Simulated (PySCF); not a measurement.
Two-photon absorption: `CB(C)C1=NC=C([SiH3])C=C1`, C7H12BNSi

Geometry (Å), atoms numbered from 1 in this order:
```xyz
22

C    -2.667   -1.147    0.502
B    -1.840    0.158    0.273
C    -2.548    1.561    0.186
C    -0.263    0.053    0.121
C     0.557    1.183   -0.031
C     1.932    1.034   -0.172
C     2.489   -0.250   -0.156
Si    4.335   -0.544   -0.357
C     1.589   -1.319    0.006
N     0.278   -1.183    0.135
H    -2.105   -2.066    0.286
H    -2.921   -1.161    1.581
H    -3.635   -1.140   -0.024
H    -3.585    1.553    0.552
H    -2.591    1.836   -0.886
H    -2.002    2.378    0.683
H     0.111    2.181   -0.039
H     2.567    1.918   -0.290
H     4.643   -1.969   -0.037
H     4.766   -0.254   -1.759
H     5.100    0.356    0.559
H     1.967   -2.349    0.031
```

Computed with TDDFT CAM-B3LYP/def2-SVPD excited states, vertical, gas phase in PySCF 2.14.0. Geometry: PBE0-D3(BJ)/def2-SVP.

(1) Give the one- and two-photon strengths of the lowest singlets.

## Answers

(1) δ for parallel linear polarisation; σ at the peak of a Lorentzian of half width 0.1 eV, single beam; Ω is circular over linear.
| state | E (eV) | f | photon λ (nm) | δ (au) | σ (GM) | Ω | main |
| --- | --- | --- | --- | --- | --- | --- | --- |
| S1 | 3.95 | 0.002 | 628 | 0.67 | 0.00 | 1.44 | HOMO→LUMO 0.97 |
| S2 | 4.88 | 0.001 | 508 | 0.59 | 0.01 | 1.50 | HOMO→LUMO+1 0.94 |
| S3 | 5.09 | 0.199 | 487 | 59 | 0.56 | 0.68 | HOMO−1→LUMO 0.66, HOMO−2→LUMO 0.14 |
| S4 | 5.63 | 0.220 | 440 | 315 | 3.67 | 0.73 | HOMO−2→LUMO 0.43, HOMO−1→LUMO+1 0.27 |
| S5 | 5.77 | 0.001 | 430 | 1.44 | 0.02 | 0.92 | HOMO−3→LUMO 0.88 |
| S6 | 5.81 | 0.000 | 427 | 2.02 | 0.03 | 0.94 | HOMO−4→LUMO 0.89 |

Among these, the strongest one-photon state is S4, the strongest two-photon state S4, with a dipole change of 2.6 D (relaxed, norm of the difference vector).
